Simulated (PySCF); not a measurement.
Compound: C4H3F3.
SMILES with atom numbers: `[CH:1]#[C:2][CH2:3][C:4]([F:5])([F:6])[F:7]` (hydrogens: H8 on C1; H9, H10 on C3)

Geometry (GFN2-xTB, Å), atoms numbered from 1 in this order:
```xyz
10
C4H3F3 angstrom
C      2.280    0.080    0.067
C      1.156   -0.289    0.236
C     -0.221   -0.700    0.429
C     -1.161    0.482    0.248
F     -2.443    0.116    0.428
F     -1.089    1.017   -0.977
F     -0.922    1.470    1.119
H      3.272    0.388   -0.077
H     -0.366   -1.095    1.438
H     -0.496   -1.464   -0.304
```

Computed with TDDFT B3LYP/def2-SVPD, vertical, gas phase, core orbitals frozen in the response in PySCF.

Transition dipole moments from the ground state, in atomic units and in the frame of the coordinates above (overall signs are arbitrary), for the states with f of 0.002 or more among the lowest 7:

| state | E (hartree) | μx | μy | μz |
| --- | --- | --- | --- | --- |
| S2 | 0.2537 | -0.111 | 0.047 | -0.003 |
| S4 | 0.2790 | -0.015 | -0.065 | -0.289 |
| S5 | 0.2817 | -0.331 | 0.229 | -0.028 |
| S6 | 0.3104 | 0.027 | 0.074 | 0.331 |
| S7 | 0.3129 | 0.153 | 0.386 | -0.098 |

What oscillator strength does each state have?

f = (2/3) ΔE |μ|² with ΔE in hartree (27.2114 eV).

| state | \|μ\|² (au) | \|μ\| (D) | f |
| --- | --- | --- | --- |
| S2 | 0.015 | 0.31 | 0.002 |
| S4 | 0.088 | 0.75 | 0.016 |
| S5 | 0.163 | 1.03 | 0.031 |
| S6 | 0.115 | 0.86 | 0.024 |
| S7 | 0.182 | 1.08 | 0.038 |

The point group is Cs. Which irreducible representation does each state belong to?

From a totally symmetric ground state, an allowed state transforms like the component of the dipole operator along its μ. Polarised normal to the mirror plane, so A″: S4 and S6. Polarised in the mirror plane, so A′: S2, S5 and S7.

What angle do the transition dipoles of S6 and S7 make?

|cos θ| = |μa·μb| / (|μa| |μb|) = 0.00, so θ ≈ 90° (taken between 0 and 90°, since the signs are arbitrary).

How is the summed strength of these states shared among x, y and z?

(2/3) Σ ΔE μα² gives 0.028 for x, 0.043 for y and 0.040 for z, 0.111 in all.

What peak molar absorption coefficient would the strongest computed level give as a lone Gaussian band 0.5 eV wide at half height?

ε(max) = 2.175×10⁸ f / FWHM, with the width in cm⁻¹. S7: 2.175×10⁸ × 0.0380 / 4033 ≈ 2000 L mol⁻¹ cm⁻¹.

Time: 9.1 s wall. Hardware: x86-64 server, one thread, on a shared host.
